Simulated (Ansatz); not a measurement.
CH$_{7}$BFGaSi (`F[CH]([GaH2])B[SiH3]`), relaxed with RKS PBE-D4/def2-SVP in Ansatz from a rough embedded geometry. The force threshold is 0.03 eV/Å; the program also tests the step.

Charge 0, multiplicity 1.

Start:

```xyz
12

F     0.202    0.978    2.083
C    -0.567    1.034    0.926
Ga   -0.686    1.790   -0.797
B    -0.764   -0.489    0.372
Si    0.710   -1.553   -0.114
H    -1.548    1.532    1.094
H     1.306    1.927   -0.647
H    -0.187    1.062   -2.489
H    -1.846   -0.861    0.313
H     1.654   -1.717    1.037
H     1.457   -0.854   -1.188
H     0.270   -2.851   -0.589
```

```csv
step,energy (eV),largest force (eV/Å),largest move (Å)
1,-64764.0988,5.053,0.000
2,-64765.8780,3.528,0.195
3,-64767.1476,1.732,0.195
4,-64767.9813,1.093,0.195
5,-64768.4308,0.675,0.195
6,-64768.6112,0.633,0.195
7,-64768.6962,0.573,0.174
8,-64768.7401,0.359,0.111
9,-64768.7483,0.296,0.054
10,-64768.7584,0.102,0.045
11,-64768.7604,0.081,0.030
12,-64768.7623,0.068,0.057
13,-64768.7632,0.047,0.049
14,-64768.7636,0.033,0.024
15,-64768.7638,0.022,0.006
```

End:

```xyz
12

F     0.392    1.101    1.906
C    -0.762    0.843    1.234
Ga    0.087    1.006   -1.026
B    -0.980   -0.373    0.419
Si    0.646   -1.477   -0.018
H    -1.511    1.628    1.462
H     1.153    2.101   -0.677
H    -0.523    0.685   -2.440
H    -2.074   -0.571   -0.073
H     1.649   -1.746    1.067
H     1.474   -0.518   -0.958
H     0.450   -2.679   -0.895
```

Hardware: 4 threads of a server CPU on a shared host. Wall time 32 s, peak host memory 0.19 GiB.
